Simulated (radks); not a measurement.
Values are calculated unless marked as measured or tabulated.
Au2+, configuration [Xe] 4f14 5d8.5 6s0.5 (fractional occupations, a model configuration). Level of theory: scalar-relativistic Kohn-Sham, PBE, spin-unpolarised, spherical densities, finite nucleus; Fermi nuclear charge, rms radius 5.4371 fm (a radial shooting solver on a logarithmic mesh with Libxc functionals).

Normalised radial functions P(r) = r R(r), r in bohr:

```
   r/bohr * 4p, o 4f, + 5p (the largest magnitude, 1.77, reaches the edge; | marks zero, & curves that meet)
 0.002834                             &
 0.003273                             &*
  0.00381                             &*
   0.0044                             &*
 0.005123                             o&
 0.005964                             o+*
 0.006887                             o+*
 0.008018                             o+ *
 0.009334                             o+ *
  0.01078                             o + *
  0.01255                             o +  *
  0.01461                             o +   *
  0.01687                             o  +   *
  0.01964                             o  +    *
  0.02287                             o   +    *
  0.02641                             o   +     *
  0.03074                             o   +      *
  0.03579                             o    +     *
  0.04133                             o   +      *
  0.04812                             o   +    *
  0.05602                             |o +   *
  0.06469                             |&  *
  0.07531                            *+ o
  0.08698                       *   + |  o
   0.1013                  *      +   |   o
   0.1179               *       +     |     o
   0.1361             *         +     |      o
   0.1585               *        +    |         o
   0.1845                    *     +  |            o
   0.2131                           * +              o
   0.2481                             |   +   *         o
   0.2888                             |       +        *  o
   0.3335                             |        +            o *
   0.3883                             |       +             o    *
    0.452                             |    +               o    *
    0.522                            +|                  o  *
   0.6077                      +      |               *o
   0.7075                +            |         *   o
    0.817             +               |     *    o
   0.9512            +                |  *    o
    1.107             +               |*   o
    1.279               +             *  o
    1.489                   +         * o
    1.719                      +      *o
    2.002                         +   &
     2.33                           + &
    2.691                            +&
    3.133                             &
    3.647                             &
    4.212                             &
    4.903                             &
    5.708                             &
    6.592                             &
    7.675                             &
```

4p: eigenvalue -570.07 eV, 2 radial nodes at r = 0.0736, 0.219 bohr, <r> = 0.434 bohr, 90 % of the charge inside 0.629 bohr. 4f: eigenvalue -104.76 eV, 0 radial nodes, <r> = 0.498 bohr, 90 % of the charge inside 0.801 bohr. 5p: eigenvalue -83.003 eV, 3 radial nodes at r = 0.0727, 0.210, 0.515 bohr, <r> = 1.07 bohr, 90 % of the charge inside 1.55 bohr.
